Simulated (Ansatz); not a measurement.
System: BF, charge 1, doublet. BF+ (parent SMILES [B]F, doublet).
B3LYP-D3(BJ)/def2-TZVP minimum from Ansatz (a program for electronic structure):
```
B
F 1 1.2149
```
Charge +1, spin multiplicity 2.

Hartree-Fock and CCSD correlation energies in hartree (Ansatz). UHF or UKS for unpaired electrons; spin-orbit terms are left out. Cores are frozen in correlated methods. No relativity.

```json
[
 {"basis": "cc-pVTZ", "X": "3", "E(HF)": "-123.79528", "E(corr, CCSD)": "-0.29135"},
 {"basis": "cc-pVQZ", "X": "4", "E(HF)": "-123.80598", "E(corr, CCSD)": "-0.31494"},
 {"basis": "cc-pV5Z", "X": "5", "E(HF)": "-123.80864", "E(corr, CCSD)": "withheld"}
]
```

Q: Fit E(corr) = E∞ + A/X³ to X = 3 and 4, predict X = 5, and compare with the run.

A: A = (-0.29135 - (-0.31494))/(1/27 - 1/64) = 1.1017; E∞ = -0.31494 - A/64 = -0.33215; at X = 5, E∞ + A/125 = -0.32334. The run gave -0.32355, 0.21 mEh below the prediction. The same form on X = 4 and 5 gives E∞ = -0.33258, 0.43 mEh below the first estimate.
